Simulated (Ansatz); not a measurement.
# Worked example: C2H9ClSi2 + BClF2 → C2H9FSi2 + BCl2F

Species: C2H9ClSi2 `C[SiH](C)[SiH2]Cl`, singlet; BClF2 (chlorodifluoroborane) `FB(F)Cl`, singlet; C2H9FSi2 `C[SiH](C)[SiH2]F`, singlet; BCl2F (dichlorofluoroborane) `FB(Cl)Cl`, singlet. The partners trade Cl for F: Si–Cl and B–F bonds give way to Si–F and B–Cl.

Shapes, held fixed at every level: PBE0-D4/def2-TZVP. Flexible molecules stand in one conformer, not always the lowest. Programs: Ansatz 0.2.0. Electronic energies: no zero-point or thermal term.

At CCSD(T)/CBS estimate; 1 Eh = 2625.50 kJ/mol:

```
  species   energy (Eh)
C2H9ClSi2  -1119.530054
    BClF2   -684.319260
 C2H9FSi2   -759.553125
    BCl2F  -1044.282208
```

Work out ΔE of the reaction at this level.


1. Products less reactants: (-759.553125) + (-1044.282208) − [(-1119.530054) + (-684.319260)] = 0.013981 Eh = +36.7 kJ/mol.

Other levels give +34.7 (B2PLYP/def2-TZVPP) to +40.7 kJ/mol (PBE0-D4/def2-TZVPP). No measured value is set beside it here. The CBS estimate extrapolates MP2 from def2-TZVPP and def2-QZVPP and adds CCSD(T) − MP2 in the triple-zeta set, cores frozen.
